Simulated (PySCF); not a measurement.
A structure optimised at r2SCAN-D4/def2-SVP, used in a PySCF frequency run:

```xyz
5

Mo     0.0000     0.0000    -0.0054
O      0.0000     0.0000    -1.6391
F     -1.4798     0.8543     0.4940
F      1.4798     0.8543     0.4940
F      0.0000    -1.7087     0.4940
```
Charge +1, spin multiplicity 1.

Write its SMILES, formula and point group.

[O]=[Mo+]([F])([F])[F], F3MoO, C3v

What are its rotational constants (standard atomic weights)?

3.6076, 3.6076, 3.0371 GHz
